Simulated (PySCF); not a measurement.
H₆S, SMILES [H][S@OH27]([H])([H])([H])([H])[H]. Geometry: PBE-D3(BJ)/def2-TZVP.

Computed equilibrium geometry at PBE-D3(BJ)/def2-TZVP (PySCF confirms it by a frequency run) as Cartesian coordinates in Å, and its point group:
point group Oh.
```xyz
7

S      0.0000     0.0000     0.0000
H      0.0000     1.4293     0.0000
H      0.0000    -1.4293     0.0000
H     -1.4293     0.0000     0.0000
H      1.4293     0.0000     0.0000
H      0.0000     0.0000     1.4293
H      0.0000     0.0000    -1.4293
```
